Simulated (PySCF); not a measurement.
## Sr₂O: fields on a plane

These are results of UPBE0 in PySCF with O def2-TZVP, Sr def2-TZVP with ECP28; scalar-relativistic core potentials, no spin–orbit coupling; density-fitted integrals, not measurements.

The triplet minimum has O–Sr 2.112 Å (×2); Sr–O–Sr 180.0°.

The plane holds O1 at (0.00, 0.00), Sr2 at (2.11, 0.00), Sr3 at (-2.11, 0.00) Å. Columns run from x = -4.05 to 4.35 Å, rows from y = 2.25 (top) to -1.95 Å, in steps of 0.3 Å. Other isomers or separated fragments may lie lower. Core electrons replaced by a potential are absent, the electrostatic potential uses the reduced nuclear charge, and values within about 0.7 Å of such atoms have no physical meaning.

Q: Give the electron localisation function (set to 0 where the density is under 0.005 e/Å³). Every second row and column.

A: 
```
0.00 0.91 0.86 0.67 0.31 0.00 0.00 0.00 0.00 0.14 0.50 0.78 0.90 0.90 0.00
0.91 0.69 0.24 0.14 0.06 0.05 0.24 0.32 0.12 0.04 0.11 0.17 0.43 0.86 0.90
0.69 0.12 0.28 0.70 0.52 0.06 0.59 0.66 0.30 0.14 0.71 0.54 0.12 0.32 0.87
0.30 0.20 0.86 0.76 0.89 0.15 0.85 0.81 0.60 0.70 0.80 0.88 0.63 0.10 0.72
0.23 0.31 0.90 0.00 0.79 0.19 0.84 0.11 0.70 0.78 0.00 0.76 0.77 0.10 0.66
0.47 0.11 0.68 0.89 0.84 0.10 0.75 0.80 0.45 0.43 0.90 0.84 0.32 0.14 0.80
0.85 0.31 0.12 0.23 0.13 0.05 0.42 0.50 0.19 0.05 0.23 0.17 0.14 0.64 0.90
0.91 0.88 0.65 0.35 0.13 0.05 0.10 0.14 0.06 0.07 0.23 0.49 0.80 0.92 0.84
```

Q: Give the electrostatic potential (V) (cut at 20 V). Lower edges of the bins (V): '_' -2.12, '.' -1.99, ':' -1.78, '-' -1.45, '=' -0.93, '+' -0.11, '*' 1.20, '#' 3.27, '%' 6.55, '@' 11.75; top 20.0, each point printed twice.

A: 
```
++++++++**********++++++========++++++**********++++++++++
++++++**************++++========++++**************++++++++
++++******########**++++--------++++**########******++++++
++****####%%%%%%####**++--____--++**####%%%%%%####****++++
****####%%@@@@@@%%%%##++::____::++##%%%%@@@@@@%%####****++
****##%%@@@@@@@@@@@@##**++****++**##@@@@@@@@@@@@%%##****++
**####@@@@@@@@@@@@@@%%##%%@@@@%%##%%@@@@@@@@@@@@@@####**++
**##%%@@@@@@@@@@@@@@@@%%@@@@@@@@%%@@@@@@@@@@@@@@@@%%##****
**##%%@@@@@@@@@@@@@@@@%%@@@@@@@@%%@@@@@@@@@@@@@@@@%%##****
**####@@@@@@@@@@@@@@%%##%%@@@@%%##%%@@@@@@@@@@@@@@####**++
****##%%@@@@@@@@@@@@##**++****++**##@@@@@@@@@@@@%%##****++
****####%%@@@@@@%%%%##++::____::++##%%%%@@@@@@%%####****++
++****####%%%%%%####**++--____--++**####%%%%%%####****++++
++++******########**++++--------++++**########******++++++
++++++**************++++========++++**************++++++++
```
